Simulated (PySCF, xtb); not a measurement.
C₅H₆, SMILES C#CC1CC1.

Harmonic wavenumbers (cm⁻¹) from GFN2-xTB run with xtb at its own minimum, in rising order: 181, 182, 439, 445, 647, 662, 792, 834, 856, 955, 1019, 1069, 1071, 1078, 1109, 1154, 1238, 1364, 1434, 1480, 2286, 3026, 3089, 3090, 3096, 3113, 3401.

Problem. What does PySCF 2.14.0 with B3LYP-D3(BJ)/def2-SVP give at its own minimum? (Estimate from the structure and the level; the computed values follow.)

Solution. 203, 210, 506, 519, 656, 707, 759, 809, 819, 904, 973, 1056, 1070, 1103, 1127, 1183, 1215, 1372, 1436, 1487, 2226, 3129, 3133, 3140, 3223, 3233, 3473. Paired by order, the mean absolute difference is 42 cm⁻¹ and the zero-point energies are 55.9 and 56.7 kcal/mol.
